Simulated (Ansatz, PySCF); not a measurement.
Hf(Cl)4(NH3) (Cl4H3HfN), SMILES [NH3]->[Hf]([Cl])([Cl])([Cl])[Cl], multiplicity 1. Atoms are numbered in the order given.

```xyz
9

Hf     0.0002    -0.0001     0.0152
Cl     2.0224    -1.1676    -0.3492
Cl    -0.0002     0.0001     2.3657
Cl     0.0001     2.3349    -0.3495
Cl    -2.0221    -1.1675    -0.3495
N      0.0000     0.0000    -2.3972
H     -0.0001    -0.9470    -2.7805
H      0.8201     0.4736    -2.7805
H     -0.8203     0.4736    -2.7801
```
Charge 0, spin multiplicity 1.

Coordinates come from a PBE0-D3(BJ)/def2-SVP optimisation. The multiplicity is an assumed one; other spin states were not compared. The def2 effective core potentials stand for the cores of Hf; spin–orbit coupling is left out.

Two levels are set side by side: PBE-D3(BJ)/def2-SVP (Ansatz, an electronic-structure program) and PBE0-D3(BJ)/def2-SVP (Ansatz). Each level has its own optimised geometry; the coordinates shown are those of the second. Frequencies come from the Hessian of PySCF at each geometry. Differences are taken from unrounded values.

```csv
quantity,PBE0-D3(BJ)
mean bond length (Å),1.865
bond Hf1–Cl2 (Å),2.363
bond Hf1–Cl3 (Å),2.351
bond Hf1–Cl4 (Å),2.363
bond Hf1–Cl5 (Å),2.363
bond Hf1–N6 (Å),2.412
bond N6–H7 (Å),1.022
bond N6–H8 (Å),1.022
bond N6–H9 (Å),1.022
highest harmonic wavenumber (cm⁻¹),3614
mean harmonic wavenumber (cm⁻¹),910
zero-point energy (kcal/mol),27.32
```

### Question
What does PBE-D3(BJ) give, and how far is it from PBE0-D3(BJ)? (The exact figures need the calculation; the answer reports its results.)

### Answer

```csv
quantity,PBE-D3(BJ),PBE-D3(BJ) minus PBE0-D3(BJ)
mean bond length (Å),1.876,0.011
bond Hf1–Cl2 (Å),2.373,0.010
bond Hf1–Cl3 (Å),2.361,0.011
bond Hf1–Cl4 (Å),2.374,0.010
bond Hf1–Cl5 (Å),2.373,0.010
bond Hf1–N6 (Å),2.434,0.022
bond N6–H7 (Å),1.031,0.009
bond N6–H8 (Å),1.031,0.009
bond N6–H9 (Å),1.031,0.009
highest harmonic wavenumber (cm⁻¹),3494,-120
mean harmonic wavenumber (cm⁻¹),879,-31
zero-point energy (kcal/mol),26.40,-0.92
```

Exact exchange shortens and stiffens bonds; PBE has none. Differences between two approximate levels are no errors against the true value.
